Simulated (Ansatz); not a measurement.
Computed with Ansatz on PBE0-D4/def2-TZVP structures; ΔE is electronic, products minus reactants. CCSD(T)/CBS adds triple-zeta CCSD(T) − MP2 to the extrapolated MP2 energy (def2 sets, frozen cores). This one scheme is used for every species. Functionals use def2-TZVPP. B3LYP here is the variant with VWN-RPA as its local correlation; programs differ in this. For Ge outer-core shells are correlated without core-valence functions, which leaves a few kJ/mol of doubt a bond. Scalar relativity is left out up to krypton. One conformer a species, not always the lowest.

Consider the substitution at a C–Ge bond: `[OH][GeH2][CH2][SiH3]` + `[OH][AlH2]` → `[AlH2][O]C[SiH3]` + `[OH][GeH3]`.

```csv
level,ΔE (kcal/mol)
PBE0-D4,26.9
ωB97X-V,26.0
B3LYP,24.1
HF/def2-TZVPP,23.9
```

**Question.** What does CCSD(T)/CBS give? (Estimate.)

**Answer.** Ansatz gave: +29.3 kcal/mol. The listed levels differ from it by -2.4, -3.3, -5.2, -5.4 kcal/mol.

Largest T1 diagnostic among the species: 0.013.

In def2-TZVPP, CCSD(T) changes the Hartree–Fock value by +4.5 kcal/mol (the triples alone add +0.4 kcal/mol) and MP2 by +6.9 kcal/mol. From PBE to PBE0 (25 % exact exchange), in def2-TZVPP and without D4, ΔE moves by +1.2 kcal/mol.
